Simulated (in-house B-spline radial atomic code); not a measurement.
## RPA and G0W0 on Hartree-Fock: the sulfur ion S⁹⁺

Configuration [He] 2s2 2p3, highest spin, mean-field start Hartree-Fock. Computed with an all-electron radial atomic-structure program (B-spline basis): all electrons, scalar-relativistic (spin-free one-electron X2C), finite nucleus, each spin shell either full or empty, empty states to l = 9 with an (l + 1/2)⁻⁴ tail; G0W0 by contour deformation at full frequency.

Command:
```bash
python run_gw.py task.json out
```
Settings (radii: box in bohr, nucleus in fm):
```
Z                        16
electrons                7
configuration            [He] 2s2 2p3
hamiltonian              x2c
method                   hf
lmax                     9
rms_radius               3.2611
spin_polarised           True
box_radius               7.11
intervals                67
```

Run time, properties included: 1 s on 1 thread of Arm Neoverse V2 (shared host).

Energies (hartree):

```tsv
term	value
mean-field total	-352.45917
Hartree-Fock functional on these orbitals	-352.45917
direct second order	-0.38266
second-order exchange	0.17866
SOSEX correction	0.16837
```

(1) What is the RPA correlation energy, and what remains with SOSEX?

Quasi-particle levels (eV):

| level | occupied | mean field | Σx - vxc | Σc | QP weight | G0W0 |
| --- | --- | --- | --- | --- | --- | --- |
| 2p up | yes | -450.32 | 0.00 | ? | ? | ? |
| 2s down | yes | -469.14 | 0.00 | -3.05 | 0.987 | -472.19 |
| 2s up | yes | -504.10 | 0.00 | 6.76 | 0.911 | -497.33 |
| 1s down | yes | -2814.75 | 0.00 | 11.43 | 0.976 | -2803.31 |
| 2p down | no | -375.20 | 0.00 | -3.67 | 0.990 | -378.87 |

G0W0 = mean field + (Σx - vxc) + Σc, with Σc (partial-wave tail included) taken at the quasi-particle energy.

(2) Where does G0W0 put 2p up?

## Answers

(1) RPA gives -0.35828 hartree (-1.39 eV per electron); RPA + SOSEX gives -0.18992, and the second-order doubles (MP2) -0.204 hartree. SOSEX takes back 47 % of the RPA value.

(2) At -449.22 eV, with Σc = 1.10 eV and a quasi-particle weight of 0.988. The tabulated removal energy is 447.7 ± 0.3 eV (NIST, semi-empirical); the calculation leaves out spin-orbit coupling, Breit and QED terms, and what these don't explain is the method's own error.
